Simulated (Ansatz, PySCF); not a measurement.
Reaction (SMILES): COCC[SiH3] [2-methoxyethylsilane] + 2 C (CH4) + O (H2O) -> CC (C2H6) + 2 CO (CH4O) + C[SiH3] [methylsilane]
Geometries: B3LYP-D3(BJ)/def2-TZVP minima from Ansatz (an electronic-structure program), one conformer each, not searched for the lowest. Frequencies are from Ansatz or PySCF.
Geometry of the first species:
```xyz
15

C      2.7948    -0.0754     0.8548
O      1.5720    -0.7167     0.5679
C      0.5650     0.1863     0.1468
C     -0.7077    -0.5864    -0.1382
Si    -2.1448     0.4857    -0.7112
H      3.1952     0.4402    -0.0281
H      2.6837     0.6587     1.6637
H      3.5002    -0.8438     1.1673
H      0.9029     0.7232    -0.7519
H      0.3946     0.9404     0.9293
H     -1.0111    -1.1267     0.7631
H     -0.5073    -1.3419    -0.9034
H     -2.4873     1.4960     0.3199
H     -1.7969     1.2011    -1.9637
H     -3.3357    -0.3598    -0.9621
```
Charge 0, spin multiplicity 1.

Quantity: bond separation energy (enthalpy at 298 K, with B3LYP-D3(BJ) rigid-rotor harmonic-oscillator terms), in eV. Valence correlation only, unless marked. Spin-orbit coupling is left out. Non-relativistic. Basis-set limits of correlation are two-point, X^-3; Hartree-Fock from the larger set. The bracket is a focal-point correction in the basis named.

| level | program | bond separation energy (eV) |
|---|---|---|
| HF/cc-pV(T+d)Z | Ansatz | 0.29 |
| revPBE-D3(BJ)/def2-TZVPD | Ansatz + dftd3 | 0.45 |
| revPBE/def2-TZVPD | Ansatz | 0.34 |
| B97M-V/def2-TZVPD | Ansatz | 0.49 |
| PBE0/STO-3G | Ansatz | 0.19 |
| PBE0/def2-TZVPD | Ansatz | 0.39 |
| BHLYP-D3(BJ)/def2-TZVPD | Ansatz + dftd3 | 0.43 |
| r2SCANh-D4/def2-TZVPD | Ansatz + dftd4 | 0.48 |
| r2SCAN0-D4/def2-TZVPD | Ansatz + dftd4 | 0.47 |
| HSE06/def2-TZVPD | Ansatz | 0.39 |
| MP2/aug-cc-pV(D+d)Z | Ansatz | 0.55 |
| RI-MP2/cc-pV(T+d)Z | Ansatz | 0.52 |
| RI-MP2/CBS(cc-pV(T+d)Z,cc-pV(Q+d)Z) | Ansatz | 0.53 |
| CCSD/aug-cc-pV(T+d)Z | Ansatz | 0.46 |
| RI-MP2/CBS(cc-pV(T+d)Z,cc-pV(Q+d)Z)+[CCSD(T)-MP2]/cc-pV(T+d)Z | Ansatz | 0.49 |
